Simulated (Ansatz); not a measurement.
Mo(OH)4 (MoO₄H₄), relaxed as a singlet with RKS r2SCAN-D4/def2-SVP in Ansatz, starting from the r2SCAN-D4/def2-SVP geometry of the neutral triplet. Force threshold 0.02 eV/Å.

In the def2 sets Mo takes a core potential; there is no spin–orbit coupling. A triplet lies near this restricted singlet, and broken spin symmetry wasn't tried. The relaxation made no stability test and no search for a lower SCF solution. At r2SCAN-D4/def2-SVP a triplet of charge 0 lies 0.46 eV below the restricted singlet, each at its own geometry.

Start:

```xyz
9

Mo   -0.260    0.191    0.157
O    -0.258   -0.448    1.939
H     0.523   -0.985    2.160
O    -0.152    2.060    0.028
H     0.624    2.597   -0.182
O     1.325   -0.828   -0.218
H     1.272   -1.235   -1.099
O    -1.056   -0.699   -1.339
H    -2.018   -0.652   -1.446
```

Task: Estimate the energy that the relaxation releases and the steps that it takes.

Result: 16.5 kcal/mol, in 11 steps; 18 s on 4 threads of Intel Xeon Platinum 8259CL on a shared host. No frequencies were taken in this run, so the end may be a saddle point.

Task: Does the start keep its bonding?

Result: By distances, no bond broke or formed. The bond that changes most is Mo1–O2, from 1.89 to 1.85 Å (atoms count from 1).

Task: Predict the relaxed structure.

Result: 
```xyz
9

Mo    0.0242    0.2443    0.3309
O    -0.2238   -0.4725    2.0211
H    -0.1578   -1.4096    2.2623
O     0.0499    2.0837    0.1132
H     0.2974    2.5609   -0.6939
O     1.4989   -0.5715   -0.5243
H     1.1360   -1.0986   -1.2757
O    -0.8309   -0.7118   -1.1064
H    -1.7939   -0.6247   -1.1271
```
Bond lengths: 4 × Mo–O 1.85 to 1.93 Å; 4 × H–O 0.97 to 0.99 Å.
